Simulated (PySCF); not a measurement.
Species: SiF₅ (charge -1).
Bonds: F1–Si2, Si2–F3, Si2–F4, Si2–F5, Si2–F6.

Structure optimised with GFN2-xTB, isolated species.

Task: How far are the bound atoms from Si2?

Result: 5 atoms: F3 1.628 Å, F1 1.628 Å, F6 1.628 Å, F4 1.654 Å, F5 1.654 Å.

Task: List the angles at Si2.

Result: 
```tsv
angle	degrees	distance of the outer atoms (Å)
F4–Si2–F5	180.0	3.31
F1–Si2–F6	120.1	2.82
F3–Si2–F6	120.0	2.82
F1–Si2–F3	119.9	2.82
F1–Si2–F5	90.0	2.32
F1–Si2–F4	90.0	2.32
F5–Si2–F6	90.0	2.32
F3–Si2–F4	90.0	2.32
F3–Si2–F5	90.0	2.32
F4–Si2–F6	90.0	2.32
```

Task: What is the shape at Si2?

Result: Trigonal bipyramidal: τ5 = (β − α)/60° = 1.00 from the two widest angles, 180.0° and 120.1° (0 for a square pyramid, 1 for a trigonal bipyramid). The Si–F distances aren't all alike: 1.628 to 1.654 Å.

Task: What are the rotational constants (commonest isotopes, rigid rotor)?

Result: A = 3346, B = 2817, C = 2814 MHz: a prolate symmetric top.

Point group: D3h (every atom within 0.08 Å of its image). Charge -1, singlet. Stationary, but not proved a minimum.

The numbers are calculated, not measured.
